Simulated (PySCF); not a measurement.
Compound: H4OSeSi.
SMILES with atom numbers: `[OH:1][SiH2:2][SeH:3]` (hydrogens: H4 on O1; H5, H6 on Si2; H7 on Se3)

Level of theory: PBE0-D3(BJ)/def2-SVP geometry optimisation, gas phase (PySCF).

Q: List the bond lengths, angles and torsions at this level.

A: 
| bond | length (bohr) |
| --- | --- |
| O1–Si2 | 3.140 |
| Si2–Se3 | 4.315 |
| O1–H4 | 1.819 |
| Si2–H5, Si2–H6 | 2.813 |
| Se3–H7 | 2.782 |

Bonds in one row agree within 0.02 bohr and their mean is given. A selection of angles:
| angle | degrees |
| --- | --- |
| Si2–O1–H4 | 116.1 |
| O1–Si2–Se3 | 113.2 |
| O1–Si2–H5 | 113.1 |
| O1–Si2–H6 | 105.0 |
| Se3–Si2–H5 | 102.6 |
| Se3–Si2–H6 | 111.5 |
| H5–Si2–H6 | 111.7 |
| Si2–Se3–H7 | 93.2 |

Dihedral angles: H4–O1–Si2–Se3 -50° (synclinal); H7–Se3–Si2–O1 -64° (synclinal). The mirror-image conformer, all signs reversed, is as good.

Si2 (oxygen-bound silicon) is distorted tetrahedral (angles from 102.6° to 113.2°). Se3 (selenium bonded to Si and H) is bent (angle 93.2°).

Not checked by PBE0-D3(BJ)/def2-SVP frequencies. The numbers are those of one conformer (H–O1–Si2–Se3 -50°, O1–Si2–Se3–H -64°).
